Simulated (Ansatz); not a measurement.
`C=[C]([GaH2])[SnH3]`, relaxed with RKS PBE0-D4/def2-TZVP in Ansatz from a GFN2-xTB geometry. The force threshold is 0.005 eV/Å; the program also tests the step.

The species carries charge 0 and has multiplicity 1. Sn takes the def2 core potential.

Start:

```xyz
11

C    -1.083   -0.584    1.192
C    -0.240   -0.324    0.194
Ga    0.345   -1.733   -1.116
Sn    0.500    1.708    0.007
H    -1.489   -1.579    1.344
H    -1.417    0.160    1.906
H     1.653   -2.574   -0.906
H    -0.410   -1.964   -2.475
H    -0.738    2.824   -0.115
H     1.418    2.178    1.321
H     1.461    1.887   -1.351
```

Q: How much energy does the relaxation release, and in how many steps? (Best estimate.)

A: The calculation gave: 5.63 kcal/mol, in 28 steps, 1 of them rejected.

Q: Which bonds change most? (Estimate.)

A: Ansatz gave: C2–Ga3 from 2.011 to 1.958 Å; Sn4–H9 from 1.672 to 1.711 Å; Sn4–H10 from 1.671 to 1.709 Å; C2–Sn4 from 2.171 to 2.133 Å.

Q: Give the relaxed structure. (Best estimate.)

A: The calculation gave: 
```xyz
11

C    -1.440   -0.424    0.643
C    -0.249   -0.244    0.060
Ga    0.548   -1.785   -0.847
Sn    0.667    1.679    0.161
H    -1.954   -1.387    0.622
H    -1.977    0.365    1.173
H     1.934   -1.669   -1.575
H    -0.264   -3.131   -0.809
H    -0.365    2.726    1.038
H     2.182    1.572    0.945
H     0.917    2.299   -1.412
```
